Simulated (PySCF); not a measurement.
Ligand exchange on a metal centre used in film growth or etching (Zn Cl-H). Isolated molecules, 0 K electronic values unless said otherwise.

The HOMO–LUMO gap from two functionals at the same geometries (BP86-D3(BJ)/def2-SVP), both in PySCF: PBE-D3(BJ)/def2-TZVP and TPSSh-D3(BJ)/def2-TZVP. 

```
species                                TPSSh-D3(BJ)/def2-TZVP (eV)
-------------------------------------  ---------------------------
0 of 2 Cl replaced by H                                       6.24
1 of 2 Cl replaced by H ([Zn(Cl)(H)])                         7.24
2 of 2 Cl replaced by H ([Zn(H)2])                            6.56
```

Problem. What does PBE-D3(BJ)/def2-TZVP give for each?

Solution. 
- 0 of 2 Cl replaced by H: 5.05
- 1 of 2 Cl replaced by H ([Zn(Cl)(H)]): 6.12
- 2 of 2 Cl replaced by H ([Zn(H)2]): 5.46
Over these rows, drawn at random from the members with no instability flagged (it was tested for open shells, ions and some series alone), PBE minus TPSSh-D3(BJ): mean -1.14 eV, from -1.19 eV to -1.10 eV.
